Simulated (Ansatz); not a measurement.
Total energies of the cluster H₅Au₃ from Ansatz at PBE-D4/def2-TZVP, gas phase (1 Eh = 27.2114 eV = 2625.5 kJ/mol). The reference geometry is relaxed at r2SCAN-D4/def2-SVP.

```xyz
8

Au   -0.3728    0.7550   -1.4911
Au    0.7870    0.1790    0.8668
Au   -1.4730   -1.3559   -0.2831
H    -2.5056   -1.6087   -1.4650
H     1.9061    1.2950    0.9008
H     1.4963   -0.1094    2.2194
H     0.5248    1.9882   -1.8308
H    -0.3627   -1.1433    1.0830
```

| state | geometry | energy (Eh) |
| --- | --- | --- |
| charge 0 singlet | reference | -410.34822 |
| charge 1 doublet | reference | -409.99941 |
| charge 0 triplet | relaxed at r2SCAN-D4/def2-SVP | -410.28314 |
| charge 0 quintet | relaxed at r2SCAN-D4/def2-SVP | -410.17764 |
| free Au atom (doublet) | – | -135.74600 |
| free H atom (doublet) | – | -0.49962 |

In the def2 sets Au takes a core potential; there is no spin–orbit coupling.

Problem. Work out the vertical ionisation energy to the doublet.

Solution. E(charge 1 doublet) − E(charge 0 singlet) = -409.99941 − (-410.34822) = 0.34881 Eh = 9.49 eV. For comparison, −ε of the highest occupied level is 6.86 eV at this level, 2.63 eV less.

Problem. Which of the charge 0 states is lowest, and how far above it are the others?

Solution. The singlet. triplet: -410.28314 − (-410.34822) = 0.06508 Eh = 170.9 kJ/mol; quintet: -410.17764 − (-410.34822) = 0.17058 Eh = 447.9 kJ/mol.

Problem. What is the binding energy per atom against free atoms?

Solution. Atoms: 3 × (-135.74600) + 5 × (-0.49962) = -409.73610 Eh. Binding: -409.73610 − (-410.34822) = 0.61212 Eh = 16.66 eV, or 2.08 eV for each of 8 atoms (no zero-point energy, no counterpoise term).

The structure comes from a short search, and lower isomers may exist.
